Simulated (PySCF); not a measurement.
Bond stretch in SMILES N[SiH3] (H₅NSi). The N2–H7 bond (N2 also carries H, Si; H7 carries nothing else) is stretched with both fragments frozen at the PBE0/def2-TZVP optimised geometry.

Levels: UHF/cc-pVDZ (PySCF); RHF/cc-pVDZ (PySCF); UKS-PBE0 = unrestricted PBE0/cc-pVDZ (PySCF); RKS-PBE0 = PySCF with restricted PBE0/cc-pVDZ; UKS-PBE = unrestricted PBE/cc-pVDZ in PySCF; RKS-PBE = restricted PBE/cc-pVDZ (PySCF); UKS-r2SCAN = unrestricted r2SCAN/cc-pVDZ in PySCF 2.14.0; RKS-r2SCAN = restricted r2SCAN/cc-pVDZ run with PySCF; UKS-B3LYP/6-31G* = unrestricted B3LYP/6-31G*, spherical d in PySCF; RKS-B3LYP/6-31G* = restricted B3LYP/6-31G*, spherical d in PySCF; UKS-B3LYP/6-311+G** = unrestricted B3LYP/6-311+G**, spherical d in PySCF; RKS-B3LYP/6-311+G** = restricted B3LYP/6-311+G**, spherical d (PySCF 2.14.0).

Scanned distances (Å): 0.80, 0.85, 0.91, 0.94, 0.97, 1.01, 1.04, 1.06, 1.12, 1.17, 1.25, 1.35, 1.52, 1.64, 1.83, 2.01, 2.24, 2.50, 2.69, 3.03, 3.51.

Question: Where does the unrestricted solution first break spin symmetry (<S²> of 0.01 or more)?

Answer: UHF: between 1.35 and 1.52 Å; UKS-PBE0: between 1.64 and 1.83 Å; UKS-PBE: between 1.83 and 2.01 Å; UKS-r2SCAN: between 1.64 and 1.83 Å; UKS-B3LYP/6-31G*: between 1.64 and 1.83 Å; UKS-B3LYP/6-311+G**: between 1.64 and 1.83 Å.

```tsv
R / Å	<S²> UHF	E(RHF) − E(UHF) / kcal/mol	<S²> UKS-PBE0	E(RKS-PBE0) − E(UKS-PBE0) / kcal/mol	<S²> UKS-PBE	E(RKS-PBE) − E(UKS-PBE) / kcal/mol	<S²> UKS-r2SCAN	E(RKS-r2SCAN) − E(UKS-r2SCAN) / kcal/mol	<S²> UKS-B3LYP/6-31G*	E(RKS-B3LYP/6-31G*) − E(UKS-B3LYP/6-31G*) / kcal/mol	<S²> UKS-B3LYP/6-311+G**	E(RKS-B3LYP/6-311+G**) − E(UKS-B3LYP/6-311+G**) / kcal/mol
0.80	0.00	0.0	0.00	0.0	0.00	0.0	0.00	0.0	0.00	0.0	0.00	0.0
0.85	0.00	0.0	0.00	0.0	0.00	0.0	0.00	0.0	0.00	0.0	0.00	0.0
0.91	0.00	0.0	0.00	0.0	0.00	0.0	0.00	0.0	0.00	0.0	0.00	0.0
0.94	0.00	0.0	0.00	0.0	0.00	0.0	0.00	0.0	0.00	0.0	0.00	0.0
0.97	0.00	0.0	0.00	0.0	0.00	0.0	0.00	0.0	0.00	0.0	0.00	0.0
1.01	0.00	0.0	0.00	0.0	0.00	0.0	0.00	0.0	0.00	0.0	0.00	0.0
1.04	0.00	0.0	0.00	0.0	0.00	0.0	0.00	0.0	0.00	0.0	0.00	0.0
1.06	0.00	0.0	0.00	0.0	0.00	0.0	0.00	0.0	0.00	0.0	0.00	0.0
1.12	0.00	0.0	0.00	0.0	0.00	0.0	0.00	0.0	0.00	0.0	0.00	0.0
1.17	0.00	0.0	0.00	0.0	0.00	0.0	0.00	0.0	0.00	0.0	0.00	0.0
1.25	0.00	0.0	0.00	0.0	0.00	0.0	0.00	0.0	0.00	0.0	0.00	0.0
1.35	0.00	0.0	0.00	0.0	0.00	0.0	0.00	0.0	0.00	0.0	0.00	0.0
1.52	0.08	0.2	0.00	0.0	0.00	0.0	0.00	0.0	0.00	0.0	0.00	0.0
1.64	0.43	5.2	0.00	0.0	0.00	0.0	0.00	0.0	0.00	0.0	0.00	0.0
1.83	0.75	21.4	0.22	0.6	0.00	0.0	0.29	1.0	0.13	0.3	0.11	0.2
2.01	0.90	40.0	0.63	6.9	0.39	1.6	0.60	7.1	0.53	4.7	0.50	4.2
2.24	0.97	62.6	0.86	18.9	0.75	8.3	0.82	16.8	0.81	14.5	0.80	13.6
2.50	0.99	83.9	0.96	31.7	0.90	16.9	0.93	26.9	0.93	25.7	0.93	24.4
2.69	1.00	96.4	0.98	39.1	0.95	22.1	0.97	32.7	0.97	32.5	0.97	31.0
3.03	1.01	113.5	1.00	48.8	0.99	28.7	0.99	40.0	0.99	41.3	0.99	39.4
3.51	1.01	129.4	1.00	56.8	1.00	34.0	1.00	45.6	1.00	48.7	1.00	46.4
```
